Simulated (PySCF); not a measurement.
Two probes of the same atoms: core binding energy and nuclear shielding

Species: C7H13NSi.
SMILES with atom numbers: `[CH3:1][C:2]#[C:3][C@@H:4]1[CH2:5][Si@@H:6]1[N:7]([CH3:8])[CH3:9]`

Geometry (PBE0-D3(BJ)/def2-SVP, Å), atoms numbered from 1 in this order:
```xyz
22
C7H13NSi angstrom
C      3.3646    1.8681    0.3749
C      2.5271    0.7326    0.0227
C      1.8322   -0.2192   -0.2757
C      0.9914   -1.3262   -0.6314
C     -0.0283   -1.1589   -1.8126
Si    -0.8140   -1.5122   -0.1746
N     -1.6470   -0.3678    0.8032
C     -1.0394    0.8202    1.3509
C     -3.0872   -0.3884    0.8634
H      3.7313    2.3937   -0.5215
H      4.2456    1.5453    0.9526
H      2.8171    2.6008    0.9898
H      1.5269   -2.2862   -0.6542
H     -0.0861   -0.1324   -2.1932
H      0.0418   -1.9006   -2.6166
H     -1.3254   -2.8883    0.0506
H     -1.3339    1.7360    0.8004
H     -1.3423    0.9584    2.4057
H      0.0564    0.7489    1.3161
H     -3.4400   -0.2594    1.9037
H     -3.5513    0.4126    0.2538
H     -3.4816   -1.3510    0.5007
```

Binding energies: delta-SCF UKS SCAN, pcX-2 on the ionised atom, pcseg-1 elsewhere, spin-free X2C in PySCF. Shieldings: GIAO PBE0/pcSseg-1, non-relativistic, same geometry.

```json
{"atom": "C1", "C 1s (eV)": "291.20"}
{"atom": "C2", "C 1s (eV)": "289.30"}
{"atom": "C3", "C 1s (eV)": "289.59"}
{"atom": "C4", "C 1s (eV)": "290.27"}
{"atom": "C5", "C 1s (eV)": "289.48"}
{"atom": "C8", "C 1s (eV)": "291.28"}
```

Q: What are the absolute isotropic shieldings of these atoms?

A: 
```
atom                  environment  C 1s (eV)  isotropic shielding (ppm)
  C2                alkyne carbon     289.30                      105.7
  C5  sp3 carbon bound to silicon     289.48                      177.0
  C3                alkyne carbon     289.59                       97.1
  C4  sp3 carbon bound to silicon     290.27                      185.3
  C1           propargylic carbon     291.20                      179.2
  C8              N-methyl carbon     291.28                      146.2
```

Over these 6 sites the two quantities correlate at r = 0.47. By binding energy: C2 < C5 < C3 < C4 < C1 < C8. By shielding: C3 < C2 < C8 < C5 < C1 < C4.

Of atoms equivalent by bonding only the ionised one is listed; its partners' own values can differ in this conformer. The structure is a single PBE0-D3(BJ)/def2-SVP conformer in the gas phase; no vibrational or solvent corrections.
